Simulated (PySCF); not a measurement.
Compound: CH6B2FN.
SMILES: `BNCBF`

Torsions of this conformer, `[BH2:1][NH:2][CH2:3][BH:4][F:5]`: B1–N2–C3–B4 130°, N2–C3–B4–F5 5°.

The closed-shell ground state was solved at several levels (PySCF, density fitting, gas phase, non-relativistic). Isolated species at its PBE0-D3(BJ)/def2-SVP geometry (one conformer only).

| level | basis functions | total energy (Eh) | HOMO (eV) | LUMO (eV) | gap (eV) | dipole (D) |
| --- | --- | --- | --- | --- | --- | --- |
| PBE0/pcSseg-2 | 264 | -245.8988 | -7.85 | -0.82 | 7.03 | 1.81 |
| PBE0/STO-3G | 31 | -242.5784 | -5.51 | 2.47 | 7.98 | 2.14 |
| CAM-B3LYP/pcSseg-2 | 264 | -246.0853 | -9.24 | 0.24 | 9.48 | 1.81 |
| B97-D/pcSseg-2 | 264 | -246.0298 | -6.53 | -1.67 | 4.86 | 1.81 |
| PBE0/6-31G* | 82 | -245.7911 | -7.55 | -0.36 | 7.19 | 1.85 |
| PBE0/def2-TZVP | 191 | -245.8975 | -7.82 | -0.78 | 7.04 | 1.81 |
| LDA/pcJ-1 | 195 | -244.0558 | -6.72 | -2.13 | 4.59 | 2.02 |
| PBE/pcSseg-2 | 264 | -245.8769 | -6.58 | -1.89 | 4.69 | 1.85 |
| wB97X-D/pcSseg-2 | 264 | -246.1122 | -9.71 | 1.09 | 10.80 | 1.80 |

Question: Estimate the row for B3LYP/6-31G*, a basis of 82 functions; the other rows only guide the guess.

Answer: Total energy -246.0868 Eh, HOMO -7.27 eV, LUMO -0.57 eV, gap 6.70 eV, dipole 1.84 D.

Question: Over all these levels, which gives the widest orbital gap and which the narrowest?

Answer: wB97X-D/pcSseg-2 (range-separated hybrid) has the widest, 10.80 eV, and LDA/pcJ-1 (LDA) the narrowest, 4.59 eV. Functional and basis both differ between the two, so the spread mixes both effects.

Question: How much does the basis alone move the frontier levels among the 4 PBE0 rows?

Answer: The HOMO by 2.34 eV and the LUMO by 3.29 eV. By rising basis size (HOMO, LUMO in eV): STO-3G -5.51, 2.47; 6-31G* -7.55, -0.36; def2-TZVP -7.82, -0.78; pcSseg-2 -7.85, -0.82.

Question: How far do the dipole and the HOMO energy spread over the levels?

Answer: The dipole runs from 1.80 to 2.14 D (mean 1.87 D) and the HOMO from -9.71 to -5.51 eV.

The pairwise dispersion term of B97-D and wB97X-D wasn't added to the energies; at a given geometry it leaves orbitals and properties as they are.
